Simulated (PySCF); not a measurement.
SMILES OC(=O)CCB(O)O (C3H7BO4), singlet, GFN2-xTB optimised geometry. Atoms within 1.6 Å of the plane z = 0.0 Å (x, y, z in Å): O1 (2.64, -0.13, 0.10), C2 (1.93, -1.09, 0.00), O3 (2.43, -2.34, -0.12), C4 (0.43, -1.09, 0.00), C5 (-0.15, 0.32, 0.00), B6 (-1.75, 0.37, 0.10), O7 (-2.45, 1.54, 0.05), O8 (-2.45, -0.78, 0.23), H9 (3.40, -2.32, -0.11), H10 (0.08, -1.66, -0.87), H11 (0.09, -1.64, 0.88), H12 (0.19, 0.83, -0.90), H13 (0.28, 0.87, 0.84), H14 (-1.94, 2.34, -0.04), H15 (-3.40, -0.66, 0.28).

Method: PBE0/def2-TZVP (PySCF). Cells within 0.4 Å of a nucleus heavier than hydrogen are left out (blank, or x).

Map of the electrostatic potential (hartree/e), clipped to [-0.08, 0.12] on the plane z = 0.0 Å:

```
|33333444444444443333333333333|
|33333444444444443333333333333|
|33333444444444444333333333333|
|33333444455544444333333333333|
|33333445555554444333333333333|
|33333345677655444333333333333|
|33333346999865444333332233333|
|33322247999975443333222222233|
|33322149999975443322222222223|
|33221189999965443322111122222|
|3332119xx99876653221001112222|
|33322299x99999995210000011222|
|44433369999999998310121001222|
|444556799xx99xx99426999101122|
|4557999999999xx99789xx9301222|
|45689999999999999999xx9301223|
|4569999xx997899x999x999222333|
|456799999954699xx9xx998544443|
|44566667732359999999999986544|
|44454432101246999999x99998654|
|44444322112234566699xx9999654|
|44443332222233333359999999654|
|44333332222333332214999987554|
|33333333333333332211235565544|
|33333333333333332222233444444|
|33333333333333333222233444444|
|33333333333333333333333344444|
|33333333333333333333333334444|
|33333333333333333333333333333|
```
Scale: ten equal steps from -0.072 (start of '0') to 0.120 (end of '9'), in the order '0123456789'; x runs from -5.50 to 5.50, y from -5.50 (bottom) to 5.50 (top).
